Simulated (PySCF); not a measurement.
**Static response to an electric field**

Species: CH₆AsGeN.
Structure used (PBE0-D3(BJ)/def2-SVP), in Å, numbered top down from 1:
```xyz
10
CH6AsGeN angstrom
C      1.403   -0.906    0.332
N      1.402    0.354    0.293
Ge    -0.145    1.356    0.015
As    -2.192    0.097   -0.351
H      2.353   -1.447    0.504
H      0.507   -1.553    0.206
H      0.129    2.234   -1.218
H     -0.312    2.244    1.260
H     -1.517   -0.836   -1.353
H     -1.905   -0.848    0.813
```

Level: PBE0/def2-SVPD (PySCF), static field, nuclei fixed, core orbitals frozen in the response. The polarisability tensor in these axes (au):

```
x   100.87   0.53   6.21
y     0.53  90.34  -0.28
z     6.21  -0.28  68.34
```

Q: Give the principal values, the mean and the anisotropy Δα = √{½[(α1 − α2)² + (α2 − α3)² + (α1 − α3)²]}.

A: Principal values 67.19, 90.33 and 102.03 au; mean 86.52 au = 12.82 Å³ = 14.26 × 10⁻⁴⁰ C²·m²/J; Δα = 30.72 au (36 % of the mean).

Q: What is the dipole moment, and where does it point?

A: (-0.47, -1.22, -0.03) D, 1.31 D in size, pointing from the negative to the positive side. Measured along this direction, the outermost atoms are H7 and H8 at the negative end and H10 and H9 at the positive end.

Q: Molar refractivity from α?

A: Lorentz–Lorenz: R = (4π/3)N_A α = 2.5225 cm³/(mol·Å³) × 12.82 Å³ = 32.3 cm³/mol, in the limit of long wavelengths.

Q: Find the Langevin capture rate constant for H3+ (3.023 u) meeting this molecule (180.893 u), k = 2.342 × 10⁻⁹ cm³/s × √(α in Å³ / reduced mass in u).

A: The reduced mass is 2.97 u, so k = 4.86 × 10⁻⁹ cm³/s. The formula leaves out the permanent dipole, which adds to the capture rate.

Q: What depolarisation ratio follows for Rayleigh scattering of linearly polarised light, taking the static tensor?

A: ρ = 3Δα²/(45ᾱ² + 4Δα²) = 2830.9/(336834 + 3774.5) = 0.00831.

Q: What would n − 1 = 2πNα be for an ideal gas of these molecules at 273.15 K and 1 atm, electronic part alone?

A: N = p/kT = 2.6868 × 10¹⁹ cm⁻³, so n − 1 = 2π × N × 12.82 × 10⁻²⁴ cm³ = 2164 × 10⁻⁶ at long wavelengths, for an ideal gas.

Q: In TDDFT the mean static polarisability is Σ f/ω² over all singlet excitations (ω in hartree). How much of it do the 10 lowest give? Their energies (eV) and oscillator strengths: 4.15, 0.0004; 5.87, 0.0055; 5.91, 0.0055; 6.01, 0.2367; 6.05, 0.0037; 6.22, 0.0657; 6.94, 0.0797; 6.98, 0.1076; 7.03, 0.0051; 7.10, 0.0005.

A: They add up to 9.37 au, 10.8 % of the 86.52 au; the largest single term is 4.85 au, from the state at 6.01 eV. Terms in order: 0.02, 0.12, 0.12, 4.85, 0.07, 1.26, 1.23, 1.63, 0.08, 0.01 au. Higher excitations give the rest. The strengths listed sum to 0.510.

Isolated species at its PBE0-D3(BJ)/def2-SVP geometry (one conformer only). The calculation is non-relativistic, for germanium and arsenic too.

The run behind these numbers computed excited states and ΔSCF ions as well. Hardware: x86-64 server, one thread, no GPU, on a shared host. Cost: 57 s.
